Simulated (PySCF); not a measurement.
**PbCl⁺ at RHF-SCS-MP2**

Computed with RHF-SCS-MP2; PySCF, scalar-relativistic core potentials, basis sets Pb def2-SVPD with ECP60, Cl def2-SVPD.

For PbCl⁺, the state is ¹Σ⁺ (singlet), closed shell and the bond length is 0.2412 nm. The harmonic wavenumber is 377 cm⁻¹, the force constant is 2.50 mdyn/Å and the rotational constant Be is 0.09682 cm⁻¹. The anharmonicity ωexe is 0.863 cm⁻¹. The vibration–rotation constant αe is 0.000312 cm⁻¹.

Correlated steps freeze 9 core orbitals. Spin–orbit coupling is left out, which matters for elements this heavy, above all for dissociation energies.
